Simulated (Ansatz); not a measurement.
Consider the ligand exchange at a B–Br bond: `COB(S)Br` + H–F → `COB(F)S` + HBr.

Isolated molecules relaxed with PBE0-D4/def2-TZVP in Ansatz; ΔE leaves out vibrations. CBS: MP2 limit from def2 TZ/QZ plus the TZ coupled-cluster correction, frozen cores. This one scheme is used for every species. DFT in def2-TZVPP. For Br outer-core shells are correlated without core-valence functions, which leaves a few kJ/mol of doubt a bond. Scalar relativity is left out up to krypton. One conformer a species, not always the lowest.

CCSD(T)/CBS gives -12.6 kcal/mol.

Problem. Another level gave -15.6 kcal/mol. Which?
A. PBE-D4/def2-TZVPP
B. PBE/def2-TZVPP
C. r2SCAN/def2-TZVPP
D. HF/def2-TZVPP

Solution. C. r2SCAN -15.6, PBE-D4 -13.1, HF/def2-TZVPP -21.1, PBE -14.6 kcal/mol.

Largest T1 diagnostic among the species: 0.012.

In def2-TZVPP, CCSD(T) changes the Hartree–Fock value by +6.9 kcal/mol (the triples alone add +1.2 kcal/mol) and MP2 by +9.7 kcal/mol. The D4 term adds +2.4 kcal/mol with B3LYP and +1.2 kcal/mol with PBE0; it sums over pairs of atoms, weighted by their polarisabilities, and B3LYP, whose exchange is more repulsive, gets the larger term.

B3LYP here is the variant with VWN-RPA as its local correlation; programs differ in this.
